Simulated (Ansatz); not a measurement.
Consider the isomerisation: `BCC(=N)N` → `CC1NB1N`.

Program: Ansatz. Geometries: PBE0-D4/def2-TZVP. ΔE: electronic, gas phase. CCSD(T)/CBS adds triple-zeta CCSD(T) − MP2 to the extrapolated MP2 energy (def2 sets, frozen cores). Functionals use def2-TZVPP. One conformer a species, not always the lowest.

`BCC(=N)N`:

```xyz
12

B    -0.397   -0.471    1.696
C     0.603   -0.552    0.514
C     0.390    0.339   -0.675
N     1.334    1.112   -1.039
N    -0.828    0.187   -1.300
H    -0.092   -0.912    2.764
H    -1.508   -0.040    1.555
H     0.469   -1.605    0.195
H     1.645   -0.479    0.828
H     1.068    1.673   -1.848
H    -1.094    0.904   -1.954
H    -1.589   -0.157   -0.737
```

`CC1NB1N`:

Cartesian coordinates in Å:
```
C 0.353 1.239 -1.231
C -0.029 -0.117 -0.702
N 0.990 -0.824 0.128
B -0.211 -0.534 0.764
N -0.940 -0.685 1.935
H -0.535 1.793 -1.548
H 1.025 1.165 -2.093
H 0.859 1.825 -0.461
H -0.538 -0.742 -1.442
H 1.464 -1.667 -0.151
H -0.600 -1.194 2.732
H -1.839 -0.259 2.069
```

CCSD(T)/CBS gives -33.2 kcal/mol.

Problem. Another level gave -35.3 kcal/mol. Which?
A. r2SCAN/def2-TZVPP
B. SCS-MP2/def2-TZVPP
C. HF/def2-TZVPP
D. PBE0-D4/def2-TZVPP

Solution. D. PBE0-D4 -35.3, HF/def2-TZVPP -27.4, r2SCAN -33.6, SCS-MP2/def2-TZVPP -32.6 kcal/mol.

Largest T1 diagnostic among the species: 0.013.

In def2-TZVPP, CCSD(T) changes the Hartree–Fock value by −5.0 kcal/mol (the triples alone add +0.2 kcal/mol) and MP2 by −7.4 kcal/mol. From PBE to PBE0 (25 % exact exchange), in def2-TZVPP and without D4, ΔE moves by −0.7 kcal/mol.
